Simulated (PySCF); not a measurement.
Ga(H)(F)(OMe) (CH4FGaO), SMILES C[O][GaH][F].

The structure is a stationary point at B3LYP-D3(BJ)/def2-SVP. The structure was generated by enumeration; whether it is a known compound was not checked. Other conformers were not sampled.

Computed with TDDFT-PBE/def2-SVPD (PySCF).

Vertical excitations. Isolated molecule, no solvent. State labels are in the subgroup Cs.

Computed excitation energies, oscillator strengths and character:
```
state  symmetry  energy (eV)  λ (nm)      f                          main pairs
-----  --------  -----------  ------  -----  ----------------------------------
S1           A"         5.30     234  0.001                   HOMO−1→LUMO 100 %
S2           A'         5.35     232  0.032  HOMO→LUMO 82 %, HOMO−1→LUMO+1 17 %
S3           A"         5.37     231  0.013                    HOMO→LUMO+1 99 %
S4           A'         5.91     210  0.092  HOMO−1→LUMO+1 79 %, HOMO→LUMO 15 %
S5           A"         6.57     189  0.001                   HOMO→LUMO+2 100 %
S6           A"         6.89     180  0.008                    HOMO−2→LUMO 97 %
S7           A'         6.90     180  0.018                  HOMO−1→LUMO+2 99 %
S8           A"         7.06     176  0.000                    HOMO→LUMO+3 99 %
S9           A'         7.30     170  0.015                  HOMO−2→LUMO+1 84 %
S10          A'         7.47     166  0.114                  HOMO−1→LUMO+3 86 %
T1           A'         4.68     265      0                      HOMO→LUMO 99 %
T2           A"         5.02     247      0  HOMO→LUMO+1 69 %, HOMO−1→LUMO 30 %
T3           A"         5.14     241      0  HOMO−1→LUMO 69 %, HOMO→LUMO+1 30 %
T4           A'         5.28     235      0                  HOMO−1→LUMO+1 98 %
```
Triplets are in the Tamm–Dancoff approximation, which puts them higher than full response would, so one can lie above its singlet here.
